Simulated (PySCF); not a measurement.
## Dipole moment and polarisability of `C#C/C(=C\OC)OC(F)F`

C6H6F2O2.
Numbering: `[CH:1]#[C:2]/[C:3](=[CH:4]\[O:5][CH3:6])[O:7][CH:8]([F:9])[F:10]` (hydrogens: H11 on C1; H12 on C4; H13, H14, H15 on C6; H16 on C8)

Cartesian coordinates in Å at the PBE0-D3(BJ)/def2-SVP level; atoms count from 1:
```
atom  x, y, z in Å
C1     0.8474    2.2344    0.0947
C2     0.3459    1.1377   -0.0571
C3    -0.3518   -0.0870   -0.2497
C4     0.0610   -1.3645   -0.0667
O5     1.2323   -1.8630    0.2959
C6     2.3207   -1.0132    0.5811
O7    -1.6521    0.0443   -0.7312
C8    -2.5584    0.5152    0.1712
F9    -3.6679    0.7988   -0.5049
F10   -2.8556   -0.4374    1.0784
H11    1.3089    3.1960    0.2234
H12   -0.6744   -2.1486   -0.2643
H13    3.1610   -1.6683    0.8411
H14    2.0958   -0.3475    1.4285
H15    2.5868   -0.4009   -0.2943
H16   -2.2018    1.4104    0.7126
```

Level: CAM-B3LYP/def2-SVPD (PySCF), static field, nuclei fixed, core orbitals frozen in the response. The polarisability tensor in these axes (au):

```
x    88.69  -0.71   4.68
y    -0.71 103.47  -0.83
z     4.68  -0.83  58.77
```

Q: Give the principal values, the mean and the anisotropy Δα = √{½[(α1 − α2)² + (α2 − α3)² + (α1 − α3)²]}.

A: Principal values 58.05, 89.36 and 103.53 au; mean 83.65 au = 12.39 Å³ = 13.79 × 10⁻⁴⁰ C²·m²/J; Δα = 40.31 au (48 % of the mean).

Q: What is the dipole moment, and where does it point?

A: (3.57, 1.09, 1.12) D, 3.90 D in size, pointing from the negative to the positive side. Measured along this direction, the outermost atoms are F9 at the negative end and H13 at the positive end.

Q: In TDDFT the mean static polarisability is Σ f/ω² over all singlet excitations (ω in hartree). How much of it do the 6 lowest give? Their energies (eV) and oscillator strengths: 5.11, 0.0236; 5.33, 0.2493; 6.05, 0.0028; 6.34, 0.0004; 6.91, 0.1205; 6.93, 0.0173.

A: They add up to 9.36 au, 11.2 % of the 83.65 au; the largest single term is 6.49 au, from the state at 5.33 eV. Terms in order: 0.67, 6.49, 0.06, 0.01, 1.87, 0.27 au. Higher excitations give the rest. The strengths listed sum to 0.414.

Q: Find the Langevin capture rate constant for H3O+ (19.018 u) meeting this molecule (148.034 u), k = 2.342 × 10⁻⁹ cm³/s × √(α in Å³ / reduced mass in u).

A: The reduced mass is 16.85 u, so k = 2.01 × 10⁻⁹ cm³/s. The formula leaves out the permanent dipole, which adds to the capture rate.

Q: Orientational against electronic polarisability at 250 K (dilute gas, rigid molecules)?

A: In Gaussian units μ²/3kT = 146.71 Å³ against 12.39 Å³, a ratio of 11.84; the Debye molar polarisation (4π/3)N_A(α + μ²/3kT) is 401.3 cm³/mol, leaving out the vibrational part.

The structure is a single PBE0-D3(BJ)/def2-SVP conformer in the gas phase; no vibrational or solvent corrections.

These values come from a run that also computed excited states. Rough CPU time on one thread of a shared machine: about 2 min.
